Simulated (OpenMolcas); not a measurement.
**Ag+: effect of the IPEA shift**

| Property | Result |
| --- | --- |
| Program | OpenMolcas |
| Basis | ANO-RCC-VTZP [7s6p4d2f1g] |
| Scalar Hamiltonian | DKH2, point nucleus |
| Active space | 10 electrons in 6 orbitals (4d 5s) |
| State averaging | 2S+1 = 1 even, 6 roots; 2S+1 = 3 even, 5 roots kept (CI in the orbitals of an earlier block) |
| Spin-orbit coupling | RASSI with atomic mean-field integrals over the reference wave functions, term energies averaged over their components |

Methods on the same reference wave functions:
A. CASSCF
B. SS-CASPT2, IPEA 0 Eh, imaginary shift 0.1 Eh (closed shells correlated: 4s 4p)
C. SS-CASPT2, IPEA 0.25 Eh, imaginary shift 0.1 Eh (closed shells correlated: 4s 4p)

Energies in cm-1 above 4d10 1S0, the measured ground level; measured values from NIST Handbook of Basic Atomic Spectroscopic Data.

```csv
Level,A,B,C,Measured
4d10 1S0,0.0,0.0,0.0,0.0
4d9 5s 3D3,28244,36460,37260,39168
4d9 5s 3D2,29879,37860,38680,40745
4d9 5s 3D1,32548,40770,41570,43743
4d9 5s 1D2,35504,42790,43640,46049
```

Deviations, from unrounded energies. A percentage is the sum of absolute deviations over the sum of measured energies, with the sign that they share, or ± where signs differ.

| Against measurement | Levels | A | B | C |
| --- | --- | --- | --- | --- |
| mean absolute deviation (cm-1) | 4 | 11000 | 3000 | 2100 |
| other configurations (%) | 4 | -25.7 | -7.0 | -5.0 |

C lies closest to measurement on these levels and A furthest from it. The largest miss of C in the table is 4d9 5s 1D2, by -2400 cm-1. The ranking rests on the paired levels alone, and a cruder setting can come out closer through cancelling errors.

Between B and C the level of the table that moves most is 4d9 5s 1D2, by 850 cm-1 (lowest in B, highest in C). Moves below CASPT2's spread within the term are not significant.

The lowest spin-free term lies below A's lowest term by 0.589 hartree in B, 0.588 hartree in C.

CASPT2 does not keep the components of a term degenerate, so their means are used; among the terms shown or strongly mixed into the levels shown the widest spread is 10 cm-1 (4d9 5s 1D, C). Terms from blocks run as CI alone lack orbitals of their own. A single d shell beside an s shell can misplace configurations of different d count against each other. Without dynamic correlation excited terms often stand tens of per cent too high (terms of higher spin than the ground term too low), and those without a measured partner can miss by more than the paired ones (holds for A). Measured partners are found by configuration, term and J. A level has none where our copy of the source lacks it or the pairing is in doubt (some pairs that miss far off the trend of their configuration count as doubtful), and it then counts in no deviation. Levels of configurations outside the active space are missing.
